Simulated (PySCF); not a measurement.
Species: CH₈B₄S.
SMILES with atom numbers: `[BH2:1][BH:2][CH2:3][BH:4][S:5][BH2:6]` (hydrogens: H7, H8 on B1; H9 on B2; H10, H11 on C3; H12 on B4; H13, H14 on B6)

Computed with PBE0-D3(BJ)/def2-SVP geometry optimisation, gas phase in PySCF 2.14.0.

Question: List the bond lengths, angles and torsions at this level.

Answer: 
```tsv
bond	length (Å)	order
B1–B2	1.654	single
B2–C3	1.574	single
C3–B4	1.554	single
B4–S5	1.823	single
S5–B6	1.794	single
B1–H7, B1–H8	1.213	single
B2–H9	1.219	single
C3–H10	1.098	single
C3–H11	1.109	single
B4–H12	1.206	single
B6–H13, B6–H14	1.204	single
```

Bonds in one row agree within 0.01 Å and their mean is given. Orders are formal, as drawn. A selection of angles:
```tsv
angle	degrees
B2–B1–H7	121.8
H7–B1–H8	116.2
B1–B2–C3	125.4
B1–B2–H9	117.5
C3–B2–H9	117.1
B2–C3–B4	106.0
B2–C3–H10	114.9
B2–C3–H11	103.4
B4–C3–H10	115.0
B4–C3–H11	105.2
H10–C3–H11	111.2
C3–B4–S5	119.6
C3–B4–H12	122.1
S5–B4–H12	118.3
B4–S5–B6	103.8
S5–B6–H13	120.7
S5–B6–H14	116.6
H13–B6–H14	122.7
```

Torsions: B1–B2–C3–B4 -121° (anticlinal); B2–C3–B4–S5 108° (anticlinal); C3–B4–S5–B6 180° (antiperiplanar). The mirror-image conformer, all signs reversed, is as good.

B2 (three-coordinate boron) is planar (angles 125.4°, 117.5° and 117.1°, sum 360.0°, 0.01 Å off the plane of its three neighbours). B6 (three-coordinate boron) is planar (angles 122.7°, 120.7° and 116.6°, sum 360.0°, 0.00 Å off the plane of its three neighbours). Of the pairs four or more bonds apart, H12···H13 is among the closest relative to their van der Waals radii: 2.49 Å, 104 % of the sum of Bondi's values. B1 (three-coordinate boron) is planar (angles 121.9°, 121.8° and 116.2°, sum 360.0°, 0.01 Å off the plane of its three neighbours). S5 (sulfur bonded to 2 B) is bent (angle 103.8°). B4 (three-coordinate boron) is planar (angles 122.1°, 119.6° and 118.3°, sum 360.0°, 0.02 Å off the plane of its three neighbours). The 2 B–S bonds span 1.794 Å (S5–B6, drawn single) to 1.823 Å (B4–S5, drawn single), a spread of 0.029 Å.

Point group: C1 (no symmetry element, even within 0.4 Å). Not checked by PBE0-D3(BJ)/def2-SVP frequencies. The numbers are those of one conformer (B1–B2–C3–B4 -121°, B2–C3–B4–S5 108°, C3–B4–S5–B6 180°, B4–S5–B6–H 0° and 180°).
